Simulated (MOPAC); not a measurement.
Job for MOPAC: AM1 on FGeH3O (SMILES [OH][GeH2][F]), a point of a bond scan (R = 4.885 Å).

```
AM1 1SCF PRECISE CHARGE=0 THREADS=1
FGeH3O

Ge    -0.22747459 1    -0.25087345 1     0.02663045 1
O      1.45573431 1    -0.40020062 1    -0.50453156 1
F     -0.54577123 1     1.44651198 1     0.30987347 1
H     -2.97082838 1    -1.67639591 1    -3.75596293 1
H     -0.46978155 1    -0.93226496 1     1.38080844 1
H      2.09980761 1    -0.16043852 1     0.16983856 1
```

It printed:

```
*******************************************************************************
 **                                                                           **
 **                              MOPAC v23.2.5                                **
 **                                                                           **
 *******************************************************************************
 ** MOPAC's Digital Object Identifier: https://doi.org/10.5281/zenodo.6511958 **
 **                                                                           **
 ** Please cite the open-source release paper for use of this MOPAC version:  **
 ** J. E. Moussa and J. J. P. Stewart (2026)                                  **
 ** MOPAC: An open-source semiempirical molecular orbital program             **
 ** J. Open Source Softw., 11(119), 8025, https://doi.org/10.21105/joss.08025 **
 *******************************************************************************

                              AM1 CALCULATION RESULTS

 *******************************************************************************
 *  AM1        - The AM1 Hamiltonian to be used
 *
 *
 *
 *                 CHARGE ON SYSTEM = 0
 *
 *
 *
 *  PRECISE    - TIGHTER CRITERIA TO BE USED
 *  1SCF       - DO 1 SCF AND THEN STOP
 *  THREADS=1  - MULTI-THREADING NOT USED
 *  T=         - A TIME OF 172800.0 SECONDS REQUESTED
 *  DUMP=N     - RESTART FILE WRITTEN EVERY 7200.0 SECONDS REQUESTED
 *******************************************************************************
AM1 1SCF PRECISE CHARGE=0 THREADS=1
 FGeH3O

   ATOM   CHEMICAL          X               Y               Z
  NUMBER   SYMBOL      (ANGSTROMS)     (ANGSTROMS)     (ANGSTROMS)

     1      Ge         -0.22747459  *  -0.25087345  *   0.02663045  *
     2       O          1.45573431  *  -0.40020062  *  -0.50453156  *
     3       F         -0.54577123  *   1.44651198  *   0.30987347  *
     4       H         -2.97082838  *  -1.67639591  *  -3.75596293  *
     5       H         -0.46978155  *  -0.93226496  *   1.38080844  *
     6       H          2.09980761  *  -0.16043852  *   0.16983856  *



          CARTESIAN COORDINATES

    NO.       ATOM           X           Y           Z

     1        Ge         -0.2275     -0.2509      0.0266
     2         O          1.4557     -0.4002     -0.5045
     3         F         -0.5458      1.4465      0.3099
     4         H         -2.9708     -1.6764     -3.7560
     5         H         -0.4698     -0.9323      1.3808
     6         H          2.0998     -0.1604      0.1698

  H: (AM1): M.J.S. DEWAR ET AL, J. AM. CHEM. SOC. 107 3902-3909 (1985)
  O: (AM1): M.J.S. DEWAR ET AL, J. AM. CHEM. SOC. 107 3902-3909 (1985)
  F: (AM1): M.J.S. DEWAR AND E. G. ZOEBISCH, THEOCHEM, 180, 1 (1988).
 Ge: (AM1): M.J.S.Dewar and C.Jie, Organometallics, 8, 1544, (1989)

           Empirical Formula: H3 O Ge F  =     6 atoms



      MOLECULAR POINT GROUP   :   C1


      RHF CALCULATION, NO. OF DOUBLY OCCUPIED LEVELS = 10



 ALL CONVERGERS ARE NOW FORCED ON
 SHIFT=10, PULAY ON, CAMP-KING ON
 AND ITERATION COUNTER RESET



 -------------------------------------------------------------------------------
 AM1 1SCF PRECISE CHARGE=0 THREADS=1
 FGeH3O



     1SCF WAS SPECIFIED, SO BFGS WAS NOT USED
     SCF FIELD WAS ACHIEVED


                              AM1 CALCULATION
                                                       MOPAC v23.2.5 Linux




          FINAL HEAT OF FORMATION =         28.58732 KCAL/MOL =     119.60933 KJ/MOL


          COSMO AREA              =        115.75 SQUARE ANGSTROMS
          COSMO VOLUME            =         90.99 CUBIC ANGSTROMS

          IONIZATION POTENTIAL    =          6.817956 EV
          HOMO LUMO ENERGIES (EV) =         -6.818 -3.789
          NO. OF FILLED LEVELS    =         10
          MOLECULAR WEIGHT        =        110.6115         POINT GROUP:  C1

          MOLECULAR DIMENSIONS (Angstroms)

            Atom       Atom       Distance
            H     6    H     4     6.58949
            O     2    F     3     2.77175
            H     5    O     2     2.26315


          SCF CALCULATIONS        =          1





   ATOM   CHEMICAL          X               Y               Z
  NUMBER   SYMBOL      (ANGSTROMS)     (ANGSTROMS)     (ANGSTROMS)

     1      Ge         -0.22747459  *  -0.25087345  *   0.02663045  *
     2       O          1.45573431  *  -0.40020062  *  -0.50453156  *
     3       F         -0.54577123  *   1.44651198  *   0.30987347  *
     4       H         -2.97082838  *  -1.67639591  *  -3.75596293  *
     5       H         -0.46978155  *  -0.93226496  *   1.38080844  *
     6       H          2.09980761  *  -0.16043852  *   0.16983856  *

                             CARTESIAN COORDINATES

   1   Ge       -0.227474590    -0.250873450     0.026630450
   2    O        1.455734310    -0.400200620    -0.504531560
   3    F       -0.545771230     1.446511980     0.309873470
   4    H       -2.970828380    -1.676395910    -3.755962930
   5    H       -0.469781550    -0.932264960     1.380808440
   6    H        2.099807610    -0.160438520     0.169838560


           Empirical Formula: H3 O Ge F  =     6 atoms



      MOLECULAR POINT GROUP   :   C1


                  EIGENVALUES
 -45.89473 -35.30067 -17.35398 -14.73003 -14.43820 -14.16261 -13.22384 -12.59175
 -11.90299  -6.81796  -3.78879   0.98959   1.38183   2.03508   5.78820


              NET ATOMIC CHARGES AND DIPOLE CONTRIBUTIONS

  ATOM NO.   TYPE          CHARGE      No. of ELECS.   s-Pop       p-Pop
    1         Ge           0.929513        3.0705     0.94351     2.12698
    2          O          -0.593137        6.5931     1.86534     4.72780
    3          F          -0.453324        7.4533     1.91464     5.53868
    4          H           0.051502        0.9485     0.94850
    5          H          -0.145842        1.1458     1.14584
    6          H           0.211288        0.7887     0.78871
 DIPOLE           X         Y         Z       TOTAL
 POINT-CHG.    -2.249    -3.054    -0.842     3.885
 HYBRID         1.185     1.262     1.145     2.075
 SUM           -1.065    -1.792     0.302     2.106


          ATOMIC ORBITAL ELECTRON POPULATIONS

     Atom    s        px        py        pz
    1 Ge   0.94351   0.70256   0.58918   0.83524
    2  O   1.86534   1.32740   1.90021   1.50019
    3  F   1.91464   1.94741   1.65351   1.93776
    4  H   0.94850
    5  H   1.14584
    6  H   0.78871

 **********************
 *                    *
 * JOB ENDED NORMALLY *
 *                    *
 **********************




 == MOPAC DONE ==
```

The run finished.

Cost: roughly 0.09 core-seconds.
